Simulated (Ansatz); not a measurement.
Reaction (isomerisation): `NCC[SiH2]N` → `CNC(N)[SiH3]`

Computed with Ansatz on PBE0-D4/def2-TZVP structures; ΔE is electronic, products minus reactants. CCSD(T)/CBS adds triple-zeta CCSD(T) − MP2 to the extrapolated MP2 energy (def2 sets, frozen cores). DFT in def2-TZVPP. B3LYP here is the variant with VWN-RPA as its local correlation; programs differ in this. Each species was taken in one conformer, which may not be the lowest.

```json
{"level": "PBE0-D4", "ΔE (kJ/mol)": "143.0", "difference from CCSD(T)/CBS": "-9.9"}
{"level": "B3LYP-D4", "ΔE (kJ/mol)": "143.3", "difference from CCSD(T)/CBS": "-9.6"}
{"level": "ωB97X-V", "ΔE (kJ/mol)": "144.8", "difference from CCSD(T)/CBS": "-8.1"}
{"level": "ωB97M-V", "ΔE (kJ/mol)": "149.6", "difference from CCSD(T)/CBS": "-3.3"}
{"level": "B2PLYP", "ΔE (kJ/mol)": "150.4", "difference from CCSD(T)/CBS": "-2.5"}
{"level": "r2SCAN", "ΔE (kJ/mol)": "147.9", "difference from CCSD(T)/CBS": "-5.0"}
{"level": "HF/def2-TZVPP", "ΔE (kJ/mol)": "158.7", "difference from CCSD(T)/CBS": "5.8"}
{"level": "MP2/def2-TZVPP", "ΔE (kJ/mol)": "155.6", "difference from CCSD(T)/CBS": "2.7"}
{"level": "SCS-MP2/def2-TZVPP", "ΔE (kJ/mol)": "152.7", "difference from CCSD(T)/CBS": "-0.2"}
{"level": "CCSD/def2-TZVPP", "ΔE (kJ/mol)": "151.2", "difference from CCSD(T)/CBS": "-1.7"}
{"level": "CCSD(T)/def2-TZVPP", "ΔE (kJ/mol)": "148.0", "difference from CCSD(T)/CBS": "-4.9"}
{"level": "HF/def2-QZVPP", "ΔE (kJ/mol)": "159.9", "difference from CCSD(T)/CBS": "7.0"}
{"level": "MP2/def2-QZVPP", "ΔE (kJ/mol)": "158.9", "difference from CCSD(T)/CBS": "6.0"}
{"level": "SCS-MP2/def2-QZVPP", "ΔE (kJ/mol)": "156.2", "difference from CCSD(T)/CBS": "3.3"}
{"level": "MP2/CBS(def2)", "ΔE (kJ/mol)": "160.5", "difference from CCSD(T)/CBS": "7.6"}
{"level": "CCSD/CBS(def2)", "ΔE (kJ/mol)": "156.1", "difference from CCSD(T)/CBS": "3.2"}
{"level": "CCSD(T)/CBS", "ΔE (kJ/mol)": "152.9", "difference from CCSD(T)/CBS": "0"}
```

Largest T1 diagnostic among the species: 0.011.

The D4 term adds −3.7 kJ/mol with B3LYP and −1.9 kJ/mol with PBE0; it sums over pairs of atoms, weighted by their polarisabilities, and B3LYP, whose exchange is more repulsive, gets the larger term. In def2-TZVPP, CCSD(T) changes the Hartree–Fock value by −10.7 kJ/mol (the triples alone add −3.1 kJ/mol) and MP2 by −3.0 kJ/mol. From PBE to PBE0 (25 % exact exchange), in def2-TZVPP and without D4, ΔE moves by +8.2 kJ/mol.
